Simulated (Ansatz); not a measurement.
Computed with Ansatz on PBE0-D4/def2-TZVP structures; ΔE is electronic, products minus reactants. CCSD(T)/CBS adds triple-zeta CCSD(T) − MP2 to the extrapolated MP2 energy (def2 sets, frozen cores). DFT in def2-TZVPP. Each species was taken in one conformer, which may not be the lowest.

`OB(O)S` + `[BH2][Al]1[CH2][NH]1` → `BB(O)S` + `[OH][Al]1[CH2][NH]1`  (redistribution)

(1) Is it downhill or uphill in electronic energy at CCSD(T)/CBS, and by how much? (Estimate.)

(2) What do these levels give: PBE0-D4, r2SCANh-D4, r2SCAN0-D4, ωB97X-V, B2PLYP, revPBE, r2SCAN, r2SCANh, RPA@PBE/def2-TZVPP, MP2/def2-SVP, HF/def2-TZVPP, MP2/CBS(def2)? (An estimate is asked.)

Largest T1 diagnostic among the species: 0.016.

Results:

(1) Computed: Downhill: ΔE = -3.8 kJ/mol.

(2) The calculation gave: PBE0-D4 5.1, r2SCANh-D4 0.0, r2SCAN0-D4 0.5, ωB97X-V -1.3, B2PLYP -4.0, revPBE 5.9, r2SCAN 0.2, r2SCANh 0.2, RPA@PBE/def2-TZVPP 0.2, MP2/def2-SVP 19.3, HF/def2-TZVPP 4.8, MP2/CBS(def2) -11.5 kJ/mol.

Leaving LDA and LC-ωPBE aside and taking each functional with its dispersion term where it has one, the values, not all of them listed here, spread over 10.4 kJ/mol, from B2PLYP to PBE-D4. LDA lies +6.2 kJ/mol from PBE without D4. In def2-TZVPP, CCSD(T) changes the Hartree–Fock value by −5.3 kJ/mol (the triples alone add +0.1 kJ/mol) and MP2 by −13.0 kJ/mol.
